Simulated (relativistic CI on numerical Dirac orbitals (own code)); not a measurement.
Computed by Dirac-Coulomb-Breit CI, KLI orbitals optimised for each configuration, a model potential for QED, unscaled Slater integrals (own radial code, finite nucleus).

The strongest absorption lines from the ground level of an ion, among the configurations computed and to levels below about 198 eV (vacuum wavelength in Å, gf): 64.988 (0.052), 68.143 (0.05), 70.688 (0.074), 75.748 (0.069), 76.400 (0.2), 76.781 (0.24), 77.388 (0.39), 80.554 (0.14).

Problem. Which ion is it?
A. Ho²⁶⁺
B. Gd²³⁺
C. Os³⁵⁺
D. Yb²⁹⁺

Solution. D. Yb²⁹⁺ has 41 electrons and the ground level 4s²4p⁶4d⁵ ⁴P5/2; the strongest line goes to 4s²4p⁵4d⁶ ⁶P°5/2. The pattern of lines fixes the number of electrons, and along that sequence the line energies rise steadily with the charge (about as its square where n changes within one kind of shell, about linearly where n is kept but much faster in heavy ions where fine structure, which grows about as Z⁴, sets the gap, and irregularly where shells cross), which fixes Z. Configurations outside the model, such as inner-shell arrays, can give stronger lines. At this charge energies of transitions that change n are usually good to better than 1 %, and those within a shell (Δn = 0) to a few per cent. Terms inside the open d or f shell come out 10 to 20 % too wide with unscaled integrals.

LS names give the leading component of a level, which can be under half, so a name can repeat, a term be missing and a line seem to break the LS rules.
